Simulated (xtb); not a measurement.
C6H9FO (SMILES C=C1C[C@H](O)C[C@@H]1F), singlet, from a rough starting geometry; GFN2-xTB run with xtb 6.7.1.

Input for xtb:
```
$ xtb mol.xyz --gfn 2 --opt vtight --json

# file mol.xyz
17

C      2.10653153     1.17079118     0.60352275
C      0.96676531     0.44930404     0.35657624
C      0.76815979    -0.49504972    -0.87749392
C     -0.64055246    -1.03704506    -0.58619588
O     -1.30280100    -1.33431650    -1.79113867
C     -1.40256555     0.05583760     0.25026319
C     -0.26764853     0.53022622     1.15169928
F     -0.52484607     1.83940281     1.60526211
H      2.92276482     1.00964467    -0.14872986
H      2.19356663     1.81480198     1.39148117
H      0.77014173     0.07715476    -1.80586680
H      1.42417820    -1.31752855    -0.90031557
H     -0.64796200    -1.96959418    -0.00350431
H     -2.31882222    -1.51228043    -1.51493034
H     -2.24725714    -0.20578303     0.75286027
H     -1.71430315     0.92659384    -0.42472412
H     -0.21207094    -0.09763007     1.97210123
```

Task: Write the output that xtb gives for this input, abridged.

Result: 
```
   ID    Z sym.   atoms
    1    6 C      1-4, 6, 7
    2    8 O      5
    3    9 F      8
    4    1 H      9-17

           -------------------------------------------------
          |                Calculation Setup                |
           -------------------------------------------------

           -------------------------------------------------
          |                 G F N 2 - x T B                 |
           -------------------------------------------------

          ...................................................
          :                      SETUP                      :
          :.................................................:
          :  # basis functions                  41          :
          :  # atomic orbitals                  41          :
          :  # shells                           25          :
          :  # electrons                        46          :
          :  max. iterations                   250          :
          :  Hamiltonian                  GFN2-xTB          :
          :  restarted?                      false          :
          :  GBSA solvation                  false          :
          :  PC potential                    false          :
          :  electronic temp.          300.0000000     K    :
          :  accuracy                    1.0000000          :
          :  -> integral cutoff          0.2500000E+02      :
          :  -> integral neglect         0.1000000E-07      :
          :  -> SCF convergence          0.1000000E-05 Eh   :
          :  -> wf. convergence          0.1000000E-03 e    :
          :  Broyden damping             0.4000000          :
          :  net charge                          0          :
          :  unpaired electrons                  0          :
          ...................................................

 iter      E             dE          RMSdq      gap      omega  full diag
   1    -26.4270602 -0.264271E+02  0.388E+00    4.76       0.0  T
   2    -26.4599528 -0.328926E-01  0.230E+00    4.70       1.0  T
   3    -26.4453663  0.145865E-01  0.146E+00    4.74       1.0  T
   4    -26.4660350 -0.206687E-01  0.569E-01    4.66       1.0  T
   5    -26.4690160 -0.298097E-02  0.105E-01    4.68       1.0  T
   6    -26.4690539 -0.379060E-04  0.522E-02    4.68       1.0  T
   7    -26.4690593 -0.538864E-05  0.159E-02    4.68       1.5  T
   8    -26.4690598 -0.527588E-06  0.448E-03    4.68       5.4  T
[...]
 * total energy  :   -26.2144432 Eh     change       -0.5556277E-05 Eh
 * total energy  :   -26.2144517 Eh     change       -0.8479078E-05 Eh
 * total energy  :   -26.2144578 Eh     change       -0.6069970E-05 Eh
 * total energy  :   -26.2144617 Eh     change       -0.3949681E-05 Eh
 * total energy  :   -26.2144641 Eh     change       -0.2378480E-05 Eh
 * total energy  :   -26.2144652 Eh     change       -0.1086209E-05 Eh
 * total energy  :   -26.2144658 Eh     change       -0.6227814E-06 Eh
 * total energy  :   -26.2144664 Eh     change       -0.5814237E-06 Eh
 * total energy  :   -26.2144670 Eh     change       -0.5643536E-06 Eh
 * total energy  :   -26.2144674 Eh     change       -0.4078680E-06 Eh
 * total energy  :   -26.2144676 Eh     change       -0.2462139E-06 Eh
 * total energy  :   -26.2144677 Eh     change       -0.8233945E-07 Eh
   *** GEOMETRY OPTIMIZATION CONVERGED AFTER 22 ITERATIONS ***
         :: total energy             -26.214467690089 Eh    ::
[...]

Wiberg/Mayer (AO) data.
largest (>0.10) Wiberg bond orders for each atom

 ---------------------------------------------------------------------------
     #   Z sym  total        # sym  WBO       # sym  WBO       # sym  WBO
 ---------------------------------------------------------------------------
     1   6 C    3.990 --     2 C    1.944     9 H    0.974    10 H    0.973
     2   6 C    3.985 --     1 C    1.944     3 C    1.012     7 C    0.980
     3   6 C    3.995 --     2 C    1.012     4 C    0.989    12 H    0.968
                            11 H    0.953
     4   6 C    3.958 --     5 O    0.997     3 C    0.989     6 C    0.981
                            13 H    0.964
     5   8 O    1.966 --     4 C    0.997    14 H    0.900
     6   6 C    3.994 --     7 C    0.991     4 C    0.981    15 H    0.979
                            16 H    0.972
     7   6 C    3.904 --     6 C    0.991     2 C    0.980    17 H    0.953
                             8 F    0.926
     8   9 F    1.003 --     7 C    0.926
     9   1 H    0.997 --     1 C    0.974
    10   1 H    0.996 --     1 C    0.973
    11   1 H    0.994 --     3 C    0.953
    12   1 H    0.997 --     3 C    0.968
    13   1 H    1.000 --     4 C    0.964
    14   1 H    0.915 --     5 O    0.900
    15   1 H    0.998 --     6 C    0.979
    16   1 H    0.995 --     6 C    0.972
    17   1 H    0.998 --     7 C    0.953
 ---------------------------------------------------------------------------

Topologies differ in total number of bonds
Writing topology from bond orders to xtbtopo.mol

molecular dipole:
                 x           y           z       tot (Debye)
 q only:       -0.031      -0.736      -0.029
   full:       -0.219      -0.918       0.160       2.433
molecular quadrupole (traceless):
                xx          xy          yy          xz          yz          zz
 q only:        6.201       3.231      -3.147       0.623      -4.076      -3.054
  q+dip:        8.241       4.533      -4.066      -0.067      -6.007      -4.175
   full:        7.947       4.346      -3.756       0.252      -5.767      -4.191

optimized geometry written to: xtbopt.xyz

           -------------------------------------------------
          | TOTAL ENERGY              -26.214467690089 Eh   |
          | GRADIENT NORM               0.000062682938 Eh/α |
          | HOMO-LUMO GAP               5.148926157730 eV   |
           -------------------------------------------------

normal termination of xtb
```
